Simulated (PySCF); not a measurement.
## Computed properties of hexane (C6H14), SMILES CCCCCC

C₆H₁₄, SMILES CCCCCC. Geometry optimised at r2SCAN-D4/def2-SVP. The values are those of a single conformer. All values are computed for the isolated molecule unless a solvent is named; none is compared with measurement here.

**Structure.** All 54 harmonic modes at r2SCAN-D4/def2-SVP (PySCF) are real, so it is a minimum. With heavy atoms numbered as in [CH3:1][CH2:2][CH2:3][CH2:4][CH2:5][CH3:6], the shortest bond between them is C1–C2 at 1.524 Å and the longest C4–C5 at 1.530 Å.

**Vibrations.** The strongest infrared lines (harmonic, unscaled, degenerate partners summed) lie at 3074 cm⁻¹ (81 km/mol, H 90 %, C 10 %), 3015 cm⁻¹ (72 km/mol, H 94 %), 3116 cm⁻¹ (41 km/mol, H 91 %, C 9 %). The softest mode is at 69 cm⁻¹ and the zero-point energy is 118.1 kcal/mol.

**Electronic structure.** CAM-B3LYP/def2-TZVP (PySCF) places the frontier levels at -10.10 and 1.96 eV, a gap of 12.06 eV, and gives a dipole moment of 0.10 D.

**Excitations.** TDA-PBE0/def2-SVPD (PySCF) has S1 at 8.43 eV (147 nm, f = 0.005, weak); the most intense of the 6 singlets computed lies at 8.88 eV (f = 0.02). T1 (TDA) is at 8.23 eV, 0.20 eV under S1. No vertical singlet excitation falls in the visible range (under 3.1 eV).

**NMR.** GIAO shifts at HF/pcSseg-1 (PySCF) (non-relativistic, atoms alike by connectivity averaged): ¹³C from 17.5 to 32.3 ppm against TMS; ¹H from 1.3 to 1.4 ppm against TMS.
